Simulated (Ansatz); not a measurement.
Reaction (homolysis of the Cl–Si bond): `Cl[Si](Cl)(Cl)[SeH]` → Cl• + `Cl[Si](Cl)[SeH]`•

Calculated with Ansatz (gas phase, PBE0-D4/def2-TZVP geometries, no zero-point term in ΔE). CBS: MP2 limit from def2 TZ/QZ plus the TZ coupled-cluster correction, frozen cores. This one scheme is used for every species, atoms too. DFT in def2-TZVPP. B3LYP here is the variant with VWN-RPA as its local correlation; programs differ in this. HSE06 is defined as in plane-wave codes. Open shells (•) are unrestricted, without spin–orbit coupling. Spin–orbit coupling would lower the free atoms: a little for Cl. Bonds to Se are less sure, by a few kJ/mol each and by 10 to 20 or more in all where they break to atoms, as the def2 sets lack core-valence functions. Scalar relativity is left out up to krypton. Each species was taken in one conformer, which may not be the lowest.

`Cl[Si](Cl)(Cl)[SeH]`:

```xyz
6

Cl   -0.854   -0.109    1.952
Si    0.251   -0.296    0.255
Cl    2.212   -0.484    0.745
Cl   -0.374   -1.988   -0.685
Se    0.110    1.521   -1.064
H    -1.345    1.356   -1.202
```

`Cl[Si](Cl)[SeH]`•:

Z-matrix (Å, degrees):
```
Si
Cl 1 2.057
Se 1 2.274 2 112.6
Cl 1 2.051 2 109.3 3 116.9
H 3 1.470 1 91.1 2 -56.8
```

Question: What is ΔE at CCSD(T)/CBS? (Estimate.)

Answer: The calculation gave: +459.9 kJ/mol.

Question: What do these levels give: LDA (SPW92), r2SCAN-D4, B97M-V, B3LYP-D4, r2SCANh-D4, r2SCAN0-D4, ωB97M-V, PBE, r2SCANh, HSE06, RPA@PBE/def2-TZVPP, CCSD/def2-TZVPP? (Estimate.)

Answer: Computed: LDA (SPW92) 499.1, r2SCAN-D4 440.7, B97M-V 456.2, B3LYP-D4 429.4, r2SCANh-D4 439.4, r2SCAN0-D4 437.4, ωB97M-V 462.2, PBE 431.9, r2SCANh 437.0, HSE06 436.0, RPA@PBE/def2-TZVPP 401.9, CCSD/def2-TZVPP 430.9 kJ/mol.

Largest T1 diagnostic among the species: 0.012.

From BLYP to BHLYP (50 % exact exchange), in def2-TZVPP and without D4, ΔE moves by +16.0 kJ/mol. Leaving LDA and LC-ωPBE aside and taking each functional with its dispersion term where it has one, the values, not all of them listed here, spread over 42.1 kJ/mol, from BLYP-D4 to ωB97M-V. LDA lies +67.2 kJ/mol from PBE without D4, its usual overbinding.
